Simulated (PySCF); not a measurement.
How methods differ on the ionisation energy of Nb²⁺

Nb²⁺ [Kr] 4d3 [4d3/2^3, M_J = 3/2] → Nb³⁺ [Kr] 4d2 [4d3/2^2, M_J = 2], as a difference of total energies. All numbers are calculated (PySCF 2.14, the two-component X2C-1e Hamiltonian, in x2c-TZVPall-2c (8s9p7d1f, 77 functions)). Correlated levels: [Ar] 3d10 frozen; the 6 highest virtual spinors dropped. "Screened" scales the spin-orbit matrix elements by Boettger's factors to mimic the two-electron term; Breit and QED terms are absent.

```csv
method,ionisation energy (eV)
GHF (spin-free),24.262
GMP2 (spin-free),24.808
GHF (screened spin-orbit),24.228
GMP2 (screened spin-orbit),24.776
```

Task: How much does correlation contribute at GMP2 (screened spin-orbit)?

Result: 24.776 − (24.228) = 0.548 eV, measured against GHF (screened spin-orbit).

The spin-free rows relax to the high-spin LS determinant and lack the spin-orbit shift.

Errors of the correlated levels include the incompleteness of this basis and the frozen core.

The labels give the starting determinants; with spin-orbit coupling the two ends relaxed to ⟨J²⟩ = 6.50, ⟨L²⟩ = 11.99, ⟨S²⟩ = 3.75 and ⟨J²⟩ = 7.28, ⟨L²⟩ = 11.92, ⟨S²⟩ = 1.97.

The determinant of Nb²⁺ and of Nb³⁺ mixes levels of different J (the jj label is only the starting occupation), so the difference between spin-free and spin-orbit rows is not the physical spin-orbit shift.

For comparison: 25.04 eV (semi-empirical (NIST evaluation); NIST Atomic Spectra Database, ionization energies).
